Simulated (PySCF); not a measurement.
C₅H₇BO, SMILES C=CB(O)C#CC. Atoms are numbered in the order given.

```xyz
14

C     -2.9739    -0.8322     0.1314
C     -1.6541    -0.9395    -0.0778
B     -0.6751     0.2509     0.1674
O     -1.1953     1.4299     0.6077
C      0.8369     0.1151    -0.0755
C      2.0361     0.0011    -0.2707
C      3.4612    -0.1431    -0.5015
H     -3.4099     0.1084     0.4857
H     -3.6680    -1.6627    -0.0382
H     -1.2567    -1.8976    -0.4326
H     -0.5164     2.1010     0.7294
H      3.9782    -0.4213     0.4306
H      3.9061     0.7974    -0.8625
H      3.6677    -0.9277    -1.2461
```
Charge 0, spin multiplicity 1.

Geometry optimised at PBE0-D3(BJ)/def2-SVP. This is a generated structure with no PubChem entry under its InChIKey; it may be hypothetical. Other conformers were not sampled.

Vertical ionisation energy (IE) and electron affinity (EA) in eV. Rows of orbital energies are one-electron estimates. Where ΔSCF, EOM or ADC give a negative EA the extra electron is unbound and the value depends on the basis.

```tsv
level	IE	EA
−ε(HOMO), −ε(LUMO), PBE0/def2-TZVP (PySCF)	7.60	1.39
−ε(HOMO), −ε(LUMO), PBE/def2-TZVP (PySCF)	6.38	2.27
```
